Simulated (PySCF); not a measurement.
Ionising RbTe

M06-2X; Rb def2-SVP with ECP28, Te def2-SVP with ECP28; scalar-relativistic core potentials (PySCF 2.14). Neutral (UKS): doublet (π ↑), Re = 3.333 Å, ωe = 130 cm⁻¹, De = 2.07 eV, HOMO -4.97 eV, LUMO -1.41 eV.

RbTe⁺ (UKS): triplet (π ↑↑), Re = 3.781 Å, ωe = 67.3 cm⁻¹, De = 0.39 eV to Rb⁺ + Te. The energies at the minima are -292.01124 hartree for RbTe and -291.79821 for RbTe⁺.

Task: Work out the adiabatic ionisation energy, without and with harmonic zero-point energies (1 hartree = 27.2114 eV, 1 eV = 8065.5 cm⁻¹), and the change of the bond length.

Result: At M06-2X: 0.21303 hartree = 5.797 eV between the minima; the zero-point term (67.3 − 130.0)/2 cm⁻¹ = -0.004 eV makes it 5.793 eV. Re changes by +44.8 pm against the neutral. The electron leaves a π orbital, and the ion is left as a loose complex of an ion and an atom.

Weak bonds: RbTe⁺. Basis-set superposition, not corrected here, can be much of De in a small basis, most of all at correlated wavefunction levels. These are scalar-relativistic numbers at best; spin–orbit coupling would shift them, the dissociation energy most. For an ion De counts to the pair picked by the measured ionisation energies or electron affinities, which need not be the lowest pair at this level. States were picked by a PBE0 search and need not be the measured ground states.
